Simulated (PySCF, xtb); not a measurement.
B2HO2, SMILES O=BB=[OH+], charge +1. One conformer was computed; it need not be the lowest.

Harmonic wavenumbers (cm⁻¹) from GFN2-xTB run with xtb at its own minimum, in rising order: 164, 164, 471, 471, 556, 714, 714, 2017, 2170, 3410.

Problem. What does PBE-D3(BJ)/def2-TZVP run with PySCF give at its own minimum? (An estimate is asked for; the answer gives what the named calculation found.)

Solution. 141, 141, 169, 169, 443, 443, 594, 1849, 2037, 3689. Paired by order, the mean absolute difference is 174 cm⁻¹ and the zero-point energies are 15.5 and 13.8 kcal/mol.
